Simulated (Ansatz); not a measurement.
ZrAg4⁺, 5 atoms. Hardware: 4 threads of Arm Neoverse V1 on a shared host.

In the def2 sets Ag, Zr take a core potential; there is no spin–orbit coupling. Correlated methods freeze no core orbitals; core or outer-core shells of Zr, Ag are correlated, in sets that lack core-valence functions.

Problem. How many basis functions does each of these Ansatz runs have, and roughly what does it cost? MP2/def2-TZVP, charge 1 doublet, energy, from earlier orbitals; r2SCAN-D4/def2-TZVP, charge 1 doublet, energy, from earlier orbitals; PBE0-D4/def2-SVP, charge 1 doublet, energy with a search over starts; PBE0-D4/def2-TZVP, charge 1 doublet, energy, from earlier orbitals; PBE-D4/def2-TZVP, charge 1 doublet, energy and forces, from earlier orbitals; r2SCAN-D4/def2-SVP, charge 1 doublet, relaxation, 11 steps; revPBE-D4/def2-TZVP, charge 1 doublet, energy, from earlier orbitals; PBE0-D4/def2-SVP, charge 1 doublet, energy, from earlier orbitals; RPA@PBE/def2-TZVP, charge 1 doublet, energy, from earlier orbitals; HF/STO-3G, charge 1 doublet, energy; HSE06-D4/def2-TZVP, charge 1 doublet, energy, from earlier orbitals; LC-ωPBE/def2-TZVP, charge 1 doublet, energy, from earlier orbitals.

Solution. Other jobs shared the machine, so times can vary by a factor of up to 3. A dash marks memory too small to be measured apart from the calling script's.

```json
{"run": "revPBE-D4/def2-TZVP, charge 1 doublet, energy, from earlier orbitals", "functions": "200", "fitting or Cholesky vectors": "1733", "wall time": "11 s", "peak host memory (GiB)": "–"}
{"run": "PBE-D4/def2-TZVP, charge 1 doublet, energy and forces, from earlier orbitals", "functions": "200", "fitting or Cholesky vectors": "1733", "wall time": "11 s", "peak host memory (GiB)": "–"}
{"run": "PBE0-D4/def2-SVP, charge 1 doublet, energy, from earlier orbitals", "functions": "155", "fitting or Cholesky vectors": "1642", "wall time": "18 s", "peak host memory (GiB)": "0.81"}
{"run": "RPA@PBE/def2-TZVP, charge 1 doublet, energy, from earlier orbitals", "functions": "200", "fitting or Cholesky vectors": "1926", "wall time": "23 s", "peak host memory (GiB)": "0.94"}
{"run": "HSE06-D4/def2-TZVP, charge 1 doublet, energy, from earlier orbitals", "functions": "200", "fitting or Cholesky vectors": "1943", "wall time": "24 s", "peak host memory (GiB)": "1.2"}
{"run": "r2SCAN-D4/def2-TZVP, charge 1 doublet, energy, from earlier orbitals", "functions": "200", "fitting or Cholesky vectors": "1733", "wall time": "31 s", "peak host memory (GiB)": "0.58"}
{"run": "LC-ωPBE/def2-TZVP, charge 1 doublet, energy, from earlier orbitals", "functions": "200", "fitting or Cholesky vectors": "1733", "wall time": "37 s", "peak host memory (GiB)": "1.1"}
{"run": "PBE0-D4/def2-TZVP, charge 1 doublet, energy, from earlier orbitals", "functions": "200", "fitting or Cholesky vectors": "1943", "wall time": "41 s", "peak host memory (GiB)": "1.6"}
{"run": "PBE0-D4/def2-SVP, charge 1 doublet, energy with a search over starts", "functions": "155", "fitting or Cholesky vectors": "1642", "wall time": "43 s", "peak host memory (GiB)": "0.79"}
{"run": "MP2/def2-TZVP, charge 1 doublet, energy, from earlier orbitals", "functions": "200", "fitting or Cholesky vectors": "1926", "wall time": "43 s", "peak host memory (GiB)": "1.1"}
{"run": "HF/STO-3G, charge 1 doublet, energy", "functions": "135", "fitting or Cholesky vectors": "1661", "wall time": "2.2 min", "peak host memory (GiB)": "2.4"}
{"run": "r2SCAN-D4/def2-SVP, charge 1 doublet, relaxation, 11 steps", "functions": "155", "fitting or Cholesky vectors": "1406", "wall time": "3.3 min", "peak host memory (GiB)": "0.62"}
```
